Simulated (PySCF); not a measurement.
**Ionisation energy of Zr³²⁺ by level of theory**

Zr³²⁺ [He] 2s2 2p4 (3P) → Zr³³⁺ [He] 2s2 2p3 (4S), as a difference of total energies. Calculation: PySCF 2.14, in an uncontracted even-tempered set (17 s from 9.9 bohr⁻², ratio 2.2; 11 p from 13 bohr⁻², ratio 2.2; 6 d from 58 bohr⁻², ratio 2.4; 5 f from 87 bohr⁻², ratio 2.4; 4 g from 130 bohr⁻², ratio 2.4); no relativity, point nucleus. Correlated levels: nothing frozen; virtual orbitals above 40 to 60 times the deepest correlated orbital energy dropped. The calculations carry no spin-orbit coupling.

| method | ionisation energy (eV) |
| --- | --- |
| UHF | 4092.9 |
| LDA | 4090.7 |
| PBE | 4095.4 |
| PBE0 | 4095.3 |
| r2SCAN | 4096.3 |
| B97-3 | 4095.4 |
| revPBE | 4095.2 |
| MP2 (all electrons) | 4094.5 |
| SCS-MP2 (all electrons) | 4094.6 |

Spin-orbit coupling is strong in these open shells (close to jj coupling). The scalar numbers leave it out and a first-order estimate fails, so it can dominate the gap to the real levels.

The gap to the reference is mostly relativistic.

For comparison: 4127 ± 9 eV (semi-empirical (NIST evaluation); NIST Atomic Spectra Database, ionization energies).
